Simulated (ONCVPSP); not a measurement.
## What one change does to a pseudopotential (tantalum (Ta), ONCV)

ONCVPSP 4.0.1 input, shortened (lines: element, Z, core and valence counts, functional; n l f; lmax; l rc ep ncon nbas qcut; lloc lpopt rc5 dvloc0; l nproj debl; icmod fcfact rcfact), PBE, scalar-relativistic:

```
  Ta 73.00   12    2        4      upf
    1    0    2.00
    2    0    2.00
    2    1    6.00
    3    0    2.00
    3    1    6.00
    3    2   10.00
    4    0    2.00
    4    1    6.00
    4    2   10.00
    4    3   14.00
    5    0    2.00
    5    1    6.00
    5    2    3.00
    6    0    0.50
    2
    0    2.85    0.00    4    7    2.20
    1    2.55    0.37    3    8    3.00
    2    3.00    0.00    3    8    4.30
    4    5    1.80    0.00
    0    2    3.20
    1    2    3.00
    2    1    2.90
    3    4.75    1.65
```

In the p channel the program set the typed energies aside and used 0.050, 3.050 Ha.

Change: local potential polynomial inside 1.80 bohr (lpopt 5, dvloc0 9.5 Ha).

Cutoffs: the cutoffs (Ha) at which the residual kinetic energy of the hardest occupied pseudo-wave falls to 1 and 0.1 mHa per electron; they do not see the model core or the augmentation charge, which bear on the density cutoff. Errors are all-electron minus pseudo energies relative to the spin-unpolarised reference configuration.

Q: What does the change do?

A: The potential gets neither clearly harder nor softer (7.4 Ha and 13 Ha → 7.4 Ha and 13 Ha); the lowest positive-energy flag moves from d at 11.5 eV to none; of the 4 tests that both files solve, the error grows in 0 and shrinks in 1 by more than 15 % and 0.3 meV (median size 41.2 → 41.4 meV); the range in which the s phases agree widens (upper end 0.3 → 1.6); the range in which the p phases agree widens (upper end 2.0 → 3.5); neither file shows a bound ghost.

| quantity | base | changed |
| --- | --- | --- |
| cutoff, loose | 7.4 Ha | 7.4 Ha |
| cutoff, tight | 13 Ha | 13 Ha |
| bound ghosts | none | none |
| GHOST(+) flags under 300 eV | d at 11.5 eV, s at 12.9 eV, p at 60.2 eV | none |
| error for 5d3 6s2, meV [ΔE -15.10 eV] | -275 | -278 |
| error for 5d3 6s1, meV [ΔE -6.63 eV] | -37 | -37 |
| error for 5d3 6s0, meV [ΔE 8.34 eV] | -45 | -45 |
| error for 5d3 6s0 6p1, meV [ΔE -1.56 eV] | +9.7 | -0.6 |
| s: phases at 2.89 bohr within 0.05 rad from the reference energy up to (Ha; the scan ends near 5) | 0.3 | 1.6 |
| p: phases at 2.59 bohr within 0.05 rad from the reference energy up to (Ha; the scan ends near 5) | 2.0 | 3.5 |
| d: phases at 3.05 bohr within 0.05 rad from the reference energy up to (Ha; the scan ends near 5) | 0.2 | 0.0 |
| rms error of d²Exc/dni dnj with the model core, mHa | 7.01 | 7.01 |

Base: The cutoffs count occupied waves only; projector 2 of the s channel, the hardest unoccupied one, needs 20 Ha at the loose tolerance. Changed file: The cutoffs count occupied waves only; projector 2 of the s channel, the hardest unoccupied one, needs 20 Ha at the loose tolerance.
